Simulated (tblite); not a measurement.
Species: 2,4-dimethyl-2-pentene, C7H14.
Bonds: C1–C2, C2–C3, C2–C4 (double), C4–C5, C5–C6, C5–C7. Hydrogens: H8, H9, H10 on C1; H11, H12, H13 on C3; H14 on C4; H15 on C5; H16, H17, H18 on C6; H19, H20, H21 on C7.

Computed with GFN2-xTB (tblite), gas phase: Langevin dynamics at 300 K from the optimised GFN2-xTB geometry, time step 0.5 fs, friction 0.01 fs⁻¹, 2000 steps. The instantaneous temperature is 2·E(kin)/(3Nk) with all 3N coordinates.

```json
{"t (fs)": "0", "T (K)": "236", "E(pot) above start (eV)": "0.000", "C1–C2 (Å)": "1.503", "C2–C3 (Å)": "1.500", "C2=C4 (Å)": "1.327", "C4–C5 (Å)": "1.501", "C5–C6 (Å)": "1.530", "C1–H8 (Å)": "1.090", "C2–C4–C5–C6 (°)": "120"}
{"t (fs)": "25", "T (K)": "119", "E(pot) above start (eV)": "0.434", "C1–C2 (Å)": "1.499", "C2–C3 (Å)": "1.469", "C2=C4 (Å)": "1.327", "C4–C5 (Å)": "1.526", "C5–C6 (Å)": "1.536", "C1–H8 (Å)": "1.104", "C2–C4–C5–C6 (°)": "113"}
{"t (fs)": "50", "T (K)": "157", "E(pot) above start (eV)": "0.556", "C1–C2 (Å)": "1.563", "C2–C3 (Å)": "1.527", "C2=C4 (Å)": "1.307", "C4–C5 (Å)": "1.512", "C5–C6 (Å)": "1.505", "C1–H8 (Å)": "1.074", "C2–C4–C5–C6 (°)": "114"}
{"t (fs)": "75", "T (K)": "232", "E(pot) above start (eV)": "0.466", "C1–C2 (Å)": "1.479", "C2–C3 (Å)": "1.498", "C2=C4 (Å)": "1.326", "C4–C5 (Å)": "1.458", "C5–C6 (Å)": "1.563", "C1–H8 (Å)": "1.078", "C2–C4–C5–C6 (°)": "120"}
{"t (fs)": "100", "T (K)": "243", "E(pot) above start (eV)": "0.536", "C1–C2 (Å)": "1.490", "C2–C3 (Å)": "1.490", "C2=C4 (Å)": "1.357", "C4–C5 (Å)": "1.510", "C5–C6 (Å)": "1.583", "C1–H8 (Å)": "1.109", "C2–C4–C5–C6 (°)": "127"}
{"t (fs)": "125", "T (K)": "303", "E(pot) above start (eV)": "0.786", "C1–C2 (Å)": "1.514", "C2–C3 (Å)": "1.514", "C2=C4 (Å)": "1.322", "C4–C5 (Å)": "1.489", "C5–C6 (Å)": "1.563", "C1–H8 (Å)": "1.114", "C2–C4–C5–C6 (°)": "150"}
{"t (fs)": "150", "T (K)": "275", "E(pot) above start (eV)": "0.826", "C1–C2 (Å)": "1.516", "C2–C3 (Å)": "1.512", "C2=C4 (Å)": "1.319", "C4–C5 (Å)": "1.454", "C5–C6 (Å)": "1.582", "C1–H8 (Å)": "1.072", "C2–C4–C5–C6 (°)": "154"}
{"t (fs)": "175", "T (K)": "386", "E(pot) above start (eV)": "0.583", "C1–C2 (Å)": "1.500", "C2–C3 (Å)": "1.557", "C2=C4 (Å)": "1.348", "C4–C5 (Å)": "1.497", "C5–C6 (Å)": "1.608", "C1–H8 (Å)": "1.054", "C2–C4–C5–C6 (°)": "146"}
{"t (fs)": "200", "T (K)": "262", "E(pot) above start (eV)": "0.985", "C1–C2 (Å)": "1.487", "C2–C3 (Å)": "1.530", "C2=C4 (Å)": "1.332", "C4–C5 (Å)": "1.518", "C5–C6 (Å)": "1.531", "C1–H8 (Å)": "1.134", "C2–C4–C5–C6 (°)": "156"}
{"t (fs)": "225", "T (K)": "334", "E(pot) above start (eV)": "0.828", "C1–C2 (Å)": "1.471", "C2–C3 (Å)": "1.515", "C2=C4 (Å)": "1.302", "C4–C5 (Å)": "1.494", "C5–C6 (Å)": "1.516", "C1–H8 (Å)": "1.131", "C2–C4–C5–C6 (°)": "154"}
{"t (fs)": "250", "T (K)": "297", "E(pot) above start (eV)": "1.002", "C1–C2 (Å)": "1.518", "C2–C3 (Å)": "1.568", "C2=C4 (Å)": "1.337", "C4–C5 (Å)": "1.528", "C5–C6 (Å)": "1.557", "C1–H8 (Å)": "1.068", "C2–C4–C5–C6 (°)": "140"}
{"t (fs)": "275", "T (K)": "323", "E(pot) above start (eV)": "0.717", "C1–C2 (Å)": "1.489", "C2–C3 (Å)": "1.484", "C2=C4 (Å)": "1.352", "C4–C5 (Å)": "1.504", "C5–C6 (Å)": "1.486", "C1–H8 (Å)": "1.097", "C2–C4–C5–C6 (°)": "139"}
{"t (fs)": "300", "T (K)": "351", "E(pot) above start (eV)": "0.716", "C1–C2 (Å)": "1.513", "C2–C3 (Å)": "1.485", "C2=C4 (Å)": "1.322", "C4–C5 (Å)": "1.523", "C5–C6 (Å)": "1.539", "C1–H8 (Å)": "1.082", "C2–C4–C5–C6 (°)": "139"}
{"t (fs)": "325", "T (K)": "379", "E(pot) above start (eV)": "0.764", "C1–C2 (Å)": "1.518", "C2–C3 (Å)": "1.528", "C2=C4 (Å)": "1.292", "C4–C5 (Å)": "1.534", "C5–C6 (Å)": "1.585", "C1–H8 (Å)": "1.078", "C2–C4–C5–C6 (°)": "132"}
{"t (fs)": "350", "T (K)": "321", "E(pot) above start (eV)": "0.851", "C1–C2 (Å)": "1.469", "C2–C3 (Å)": "1.476", "C2=C4 (Å)": "1.363", "C4–C5 (Å)": "1.539", "C5–C6 (Å)": "1.577", "C1–H8 (Å)": "1.084", "C2–C4–C5–C6 (°)": "123"}
{"t (fs)": "375", "T (K)": "320", "E(pot) above start (eV)": "0.769", "C1–C2 (Å)": "1.489", "C2–C3 (Å)": "1.493", "C2=C4 (Å)": "1.350", "C4–C5 (Å)": "1.576", "C5–C6 (Å)": "1.514", "C1–H8 (Å)": "1.116", "C2–C4–C5–C6 (°)": "124"}
{"t (fs)": "400", "T (K)": "327", "E(pot) above start (eV)": "0.945", "C1–C2 (Å)": "1.506", "C2–C3 (Å)": "1.483", "C2=C4 (Å)": "1.305", "C4–C5 (Å)": "1.516", "C5–C6 (Å)": "1.527", "C1–H8 (Å)": "1.110", "C2–C4–C5–C6 (°)": "114"}
{"t (fs)": "425", "T (K)": "341", "E(pot) above start (eV)": "0.997", "C1–C2 (Å)": "1.490", "C2–C3 (Å)": "1.494", "C2=C4 (Å)": "1.353", "C4–C5 (Å)": "1.459", "C5–C6 (Å)": "1.560", "C1–H8 (Å)": "1.080", "C2–C4–C5–C6 (°)": "112"}
{"t (fs)": "450", "T (K)": "356", "E(pot) above start (eV)": "0.946", "C1–C2 (Å)": "1.437", "C2–C3 (Å)": "1.502", "C2=C4 (Å)": "1.376", "C4–C5 (Å)": "1.520", "C5–C6 (Å)": "1.569", "C1–H8 (Å)": "1.073", "C2–C4–C5–C6 (°)": "102"}
{"t (fs)": "475", "T (K)": "364", "E(pot) above start (eV)": "0.722", "C1–C2 (Å)": "1.487", "C2–C3 (Å)": "1.544", "C2=C4 (Å)": "1.318", "C4–C5 (Å)": "1.526", "C5–C6 (Å)": "1.516", "C1–H8 (Å)": "1.113", "C2–C4–C5–C6 (°)": "96"}
{"t (fs)": "500", "T (K)": "290", "E(pot) above start (eV)": "0.993", "C1–C2 (Å)": "1.518", "C2–C3 (Å)": "1.488", "C2=C4 (Å)": "1.297", "C4–C5 (Å)": "1.523", "C5–C6 (Å)": "1.536", "C1–H8 (Å)": "1.140", "C2–C4–C5–C6 (°)": "97"}
{"t (fs)": "525", "T (K)": "332", "E(pot) above start (eV)": "0.664", "C1–C2 (Å)": "1.500", "C2–C3 (Å)": "1.455", "C2=C4 (Å)": "1.380", "C4–C5 (Å)": "1.502", "C5–C6 (Å)": "1.570", "C1–H8 (Å)": "1.089", "C2–C4–C5–C6 (°)": "101"}
{"t (fs)": "550", "T (K)": "328", "E(pot) above start (eV)": "0.835", "C1–C2 (Å)": "1.532", "C2–C3 (Å)": "1.493", "C2=C4 (Å)": "1.331", "C4–C5 (Å)": "1.540", "C5–C6 (Å)": "1.535", "C1–H8 (Å)": "1.128", "C2–C4–C5–C6 (°)": "93"}
{"t (fs)": "575", "T (K)": "350", "E(pot) above start (eV)": "0.765", "C1–C2 (Å)": "1.548", "C2–C3 (Å)": "1.515", "C2=C4 (Å)": "1.293", "C4–C5 (Å)": "1.576", "C5–C6 (Å)": "1.499", "C1–H8 (Å)": "1.153", "C2–C4–C5–C6 (°)": "103"}
{"t (fs)": "600", "T (K)": "338", "E(pot) above start (eV)": "0.838", "C1–C2 (Å)": "1.476", "C2–C3 (Å)": "1.509", "C2=C4 (Å)": "1.335", "C4–C5 (Å)": "1.513", "C5–C6 (Å)": "1.569", "C1–H8 (Å)": "1.092", "C2–C4–C5–C6 (°)": "95"}
{"t (fs)": "625", "T (K)": "371", "E(pot) above start (eV)": "0.656", "C1–C2 (Å)": "1.477", "C2–C3 (Å)": "1.545", "C2=C4 (Å)": "1.345", "C4–C5 (Å)": "1.498", "C5–C6 (Å)": "1.508", "C1–H8 (Å)": "1.044", "C2–C4–C5–C6 (°)": "119"}
{"t (fs)": "650", "T (K)": "258", "E(pot) above start (eV)": "0.876", "C1–C2 (Å)": "1.538", "C2–C3 (Å)": "1.533", "C2=C4 (Å)": "1.306", "C4–C5 (Å)": "1.546", "C5–C6 (Å)": "1.532", "C1–H8 (Å)": "1.109", "C2–C4–C5–C6 (°)": "134"}
{"t (fs)": "675", "T (K)": "292", "E(pot) above start (eV)": "0.700", "C1–C2 (Å)": "1.490", "C2–C3 (Å)": "1.507", "C2=C4 (Å)": "1.307", "C4–C5 (Å)": "1.511", "C5–C6 (Å)": "1.562", "C1–H8 (Å)": "1.131", "C2–C4–C5–C6 (°)": "129"}
{"t (fs)": "700", "T (K)": "228", "E(pot) above start (eV)": "0.875", "C1–C2 (Å)": "1.525", "C2–C3 (Å)": "1.544", "C2=C4 (Å)": "1.334", "C4–C5 (Å)": "1.500", "C5–C6 (Å)": "1.563", "C1–H8 (Å)": "1.053", "C2–C4–C5–C6 (°)": "131"}
{"t (fs)": "725", "T (K)": "288", "E(pot) above start (eV)": "0.738", "C1–C2 (Å)": "1.577", "C2–C3 (Å)": "1.511", "C2=C4 (Å)": "1.353", "C4–C5 (Å)": "1.495", "C5–C6 (Å)": "1.512", "C1–H8 (Å)": "1.020", "C2–C4–C5–C6 (°)": "133"}
{"t (fs)": "750", "T (K)": "303", "E(pot) above start (eV)": "0.680", "C1–C2 (Å)": "1.523", "C2–C3 (Å)": "1.464", "C2=C4 (Å)": "1.333", "C4–C5 (Å)": "1.533", "C5–C6 (Å)": "1.501", "C1–H8 (Å)": "1.086", "C2–C4–C5–C6 (°)": "132"}
{"t (fs)": "775", "T (K)": "280", "E(pot) above start (eV)": "0.653", "C1–C2 (Å)": "1.504", "C2–C3 (Å)": "1.508", "C2=C4 (Å)": "1.329", "C4–C5 (Å)": "1.557", "C5–C6 (Å)": "1.523", "C1–H8 (Å)": "1.178", "C2–C4–C5–C6 (°)": "137"}
{"t (fs)": "800", "T (K)": "273", "E(pot) above start (eV)": "0.827", "C1–C2 (Å)": "1.512", "C2–C3 (Å)": "1.515", "C2=C4 (Å)": "1.333", "C4–C5 (Å)": "1.492", "C5–C6 (Å)": "1.509", "C1–H8 (Å)": "1.164", "C2–C4–C5–C6 (°)": "140"}
{"t (fs)": "825", "T (K)": "361", "E(pot) above start (eV)": "0.430", "C1–C2 (Å)": "1.471", "C2–C3 (Å)": "1.539", "C2=C4 (Å)": "1.331", "C4–C5 (Å)": "1.520", "C5–C6 (Å)": "1.497", "C1–H8 (Å)": "1.081", "C2–C4–C5–C6 (°)": "146"}
{"t (fs)": "850", "T (K)": "232", "E(pot) above start (eV)": "0.664", "C1–C2 (Å)": "1.463", "C2–C3 (Å)": "1.513", "C2=C4 (Å)": "1.326", "C4–C5 (Å)": "1.550", "C5–C6 (Å)": "1.507", "C1–H8 (Å)": "1.036", "C2–C4–C5–C6 (°)": "144"}
{"t (fs)": "875", "T (K)": "316", "E(pot) above start (eV)": "0.639", "C1–C2 (Å)": "1.489", "C2–C3 (Å)": "1.552", "C2=C4 (Å)": "1.322", "C4–C5 (Å)": "1.480", "C5–C6 (Å)": "1.476", "C1–H8 (Å)": "1.065", "C2–C4–C5–C6 (°)": "142"}
{"t (fs)": "900", "T (K)": "292", "E(pot) above start (eV)": "0.578", "C1–C2 (Å)": "1.533", "C2–C3 (Å)": "1.508", "C2=C4 (Å)": "1.327", "C4–C5 (Å)": "1.461", "C5–C6 (Å)": "1.558", "C1–H8 (Å)": "1.110", "C2–C4–C5–C6 (°)": "134"}
{"t (fs)": "925", "T (K)": "334", "E(pot) above start (eV)": "0.558", "C1–C2 (Å)": "1.502", "C2–C3 (Å)": "1.483", "C2=C4 (Å)": "1.326", "C4–C5 (Å)": "1.519", "C5–C6 (Å)": "1.597", "C1–H8 (Å)": "1.138", "C2–C4–C5–C6 (°)": "142"}
{"t (fs)": "950", "T (K)": "302", "E(pot) above start (eV)": "0.593", "C1–C2 (Å)": "1.499", "C2–C3 (Å)": "1.501", "C2=C4 (Å)": "1.332", "C4–C5 (Å)": "1.539", "C5–C6 (Å)": "1.520", "C1–H8 (Å)": "1.094", "C2–C4–C5–C6 (°)": "128"}
{"t (fs)": "975", "T (K)": "233", "E(pot) above start (eV)": "1.046", "C1–C2 (Å)": "1.512", "C2–C3 (Å)": "1.473", "C2=C4 (Å)": "1.330", "C4–C5 (Å)": "1.493", "C5–C6 (Å)": "1.535", "C1–H8 (Å)": "1.061", "C2–C4–C5–C6 (°)": "126"}
{"t (fs)": "1000", "T (K)": "354", "E(pot) above start (eV)": "0.709", "C1–C2 (Å)": "1.491", "C2–C3 (Å)": "1.503", "C2=C4 (Å)": "1.321", "C4–C5 (Å)": "1.566", "C5–C6 (Å)": "1.602", "C1–H8 (Å)": "1.093", "C2–C4–C5–C6 (°)": "131"}
```

**Question.** From 500 fs on, how do temperature and potential energy compare with equipartition?

**Answer.** The mean temperature of these 21 frames is 303 K against the target 300 K, and the mean potential energy 0.73 eV against 57 × kT/2 = 0.74 eV for 57 classical harmonic modes. For 21 atoms in a canonical ensemble the temperature itself scatters by T·√(2/(3N)) = 53 K; here its standard deviation is 42 K. The whole run lasts only 10 friction times of 100 fs, so these averages carry a wide statistical error.

**Question.** What are the kinetic and total energies of the listed frame with the highest potential energy?

**Answer.** The one at 975 fs, 1.046 eV above the start. Its kinetic energy is 3NkT/2 = 0.631 eV at 233 K, so the sum is 1.68 eV; over the listed frames the sum runs from 0.64 to 1.92 eV, since the thermostat adds and removes energy.

**Question.** How much do the listed bonds fluctuate from 500 fs on?

**Answer.** 
| bond | at the start (Å) | mean (Å) | standard deviation (Å) |
| --- | --- | --- | --- |
| C1–C2 | 1.503 | 1.509 | 0.027 |
| C2–C3 | 1.500 | 1.508 | 0.025 |
| C2=C4 | 1.327 | 1.328 | 0.018 |
| C4–C5 | 1.501 | 1.520 | 0.029 |
| C5–C6 | 1.530 | 1.534 | 0.033 |
| C1–H8 | 1.090 | 1.098 | 0.042 |

The motion is classical and holds no zero-point motion.

What follows is the cost of the whole dynamics run. The run took about 40 s of CPU time (one thread, shared machine).
